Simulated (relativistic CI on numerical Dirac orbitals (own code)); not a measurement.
**Nb20+: q coefficients and field-shift factors**

These numbers are calculated, not measured: Dirac-Coulomb-Breit CI, orbitals from a KLI potential per configuration, derivatives by finite differences, unscaled Slater integrals, QED left out (own radial code, finite nucleus).

Configurations in the expansion (outside the closed core [Ne]): 3s²3p⁶3d³, 3s²3p⁵3d⁴, 3s3p⁶3d⁴, 3p⁶3d⁵, 3s²3p⁶3d²4s, 3s²3p⁶3d²4p, 3s²3p⁶3d²4d, 3s²3p⁶3d²4f. Levels of other configurations are missing.

With x = (α/α₀)² − 1 an excitation energy changes as ω = ω₀ + qx; K = 2q/ω₀ is the relative enhancement. Terms are leading LS components, so labels can repeat. The field-shift factor is F = δν/δ⟨r²⟩ for the transition from the lowest level.

Lowest level 3s²3p⁶3d³ ⁴F3/2.

```tsv
Level	ω₀ (cm⁻¹)	q (cm⁻¹)	K	F (GHz/fm²)
3s²3p⁶3d³ ⁴F5/2	13956	17980	2.58	0.101
3s²3p⁶3d³ ⁴F7/2	27711	30600	2.21	0.175
3s²3p⁶3d³ ⁴F9/2	39728	36560	1.84	0.214
3s²3p⁶3d³ ⁴P3/2	59520	6791	0.228	0.0291
3s²3p⁶3d³ ⁴P1/2	64607	15850	0.491	0.0636
3s²3p⁶3d³ ²G7/2	76943	29430	0.765	0.201
3s²3p⁶3d³ ²H9/2	80547	28500	0.708	0.235
3s²3p⁶3d³ ⁴P5/2	84397	36910	0.875	0.171
3s²3p⁶3d³ ²D3/2	95946	37090	0.773	0.191
3s²3p⁶3d³ ²P1/2	102931	40120	0.779	0.259
3s²3p⁶3d³ ²H11/2	110076	40970	0.744	0.353
3s²3p⁶3d³ ²H9/2	116975	60050	1.03	0.413
3s²3p⁶3d³ ²D5/2	117777	47660	0.809	0.231
```

At this charge energies of transitions that change n are usually good to better than 1 %, and those within a shell (Δn = 0) to a few per cent. Terms inside the open d or f shell come out 10 to 20 % too wide with unscaled integrals.
